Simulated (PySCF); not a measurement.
Computed with CAM-B3LYP-D3(BJ)/def2-TZVP run with PySCF 2.14.0. All species are isolated molecules in the gas phase. Excitations are Tamm–Dancoff values on a coarser integration grid. The basis has no diffuse functions, so Rydberg states are missing or too high.

Reference species (SMILES): `[SiH2]=N[SiH3]` (neutral, multiplicity 1).

```json
{
  "HOMO": "-8.56 eV",
  "LUMO": "-0.98 eV",
  "T1 excitation (TDA)": "3.33 eV"
}
```

Changed species: `N[SiH]=[SiH2]`.

Predict the effect on the HOMO, LUMO and T1 excitation (TDA).

the HOMO increases by 1.81 eV, to -6.75 eV; the LUMO goes up by 0.28 eV, to -0.70 eV; the T1 excitation (TDA) falls by 1.56 eV, to 1.77 eV.
